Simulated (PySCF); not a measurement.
An unknown shows these calculated signals:

1H NMR (600 MHz, computed): δ 5.61 (m, 1H), 5.01 (m, 1H), 2.04 (m, 1H), 1.97 (m, 1H), 1.95 (m, 1H), 1.53 (br s, 1H), 1.42 (m, 1H), 1.26 (m, 1H), 1.24 (m, 3H).

13C{1H} NMR (computed): δ 92.9 (CH), 47.5 (CH), 22.1 (CH3), 18.9 (CH2), 14.5 (CH2).

[PySCF 2.14.0 with density-fitted response routines: structure optimised with GFN2-xTB; GIAO PBE0/pcSseg-1 shieldings; non-relativistic; fast rotation and ring inversion assumed for equivalent nuclei; a single conformation; isolated molecule]

Scale: TMS for 1H and 13C (reference shieldings calculated alike).

**Question.** Which of these does the molecule contain: a ketone, an aldehyde, an ester, an OH group, a Si–H bond?

**Answer.** 
- A ketone: no.
- An aldehyde: no.
- An ester: no.
- An OH group: yes (δH 1.53 (br s)).
- A Si–H bond: yes (δH 5.61 (m)).

The data belong to SMILES C[C@@H](F)[C@@H]1CC[Si@H]1O, C₅H₁₁FOSi; they needn't prove each group on their own.

Carbon signals by region: 1 at 50–100 ppm, 4 below 50 ppm.

OH/NH shifts are gas-phase values; hydrogen bonding in solution moves them, usually downfield. Splittings by 19F in the carbon and heteronuclear signals aren't shown, as no couplings were computed. Shifts are as computed. Against solution values, carbons near 30 ppm lie about +3 ppm off and those near 130 ppm about +5 ppm. Of 1309 compounds with measured shifts, 239 miss one by over three times the rms of a fit or turn the order of signals round; such compounds aren't used in these exercises. Multiplicities follow the n + 1 count of equivalent neighbours, as no J values were calculated; m marks all less simple cases, F and P coupling included.
